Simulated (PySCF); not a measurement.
C4H8OSi, SMILES OCCC#C[SiH3].

Geometry: PBE0-D3(BJ)/def2-SVP. This is a generated structure with no PubChem entry under its InChIKey; it may be hypothetical. Other conformers were not sampled.

Method: PySCF with SMD-B3LYP/6-31G*.

Solvation free energies are E(SMD) − E(gas) at the gas-phase geometry, for 1 M in both phases. In vacuum the dipole moment is 1.55 D.

Computed solvation free energies in water, chloroform, tetrahydrofuran:
| solvent | ΔG(solv) (kcal/mol) | its non-electrostatic (CDS) part | dipole (D) |
|---|---|---|---|
| water | -3.9 | 4.7 | 2.13 |
| chloroform | -5.5 | -1.1 | 1.90 |
| tetrahydrofuran | -4.9 | -0.9 | 1.90 |
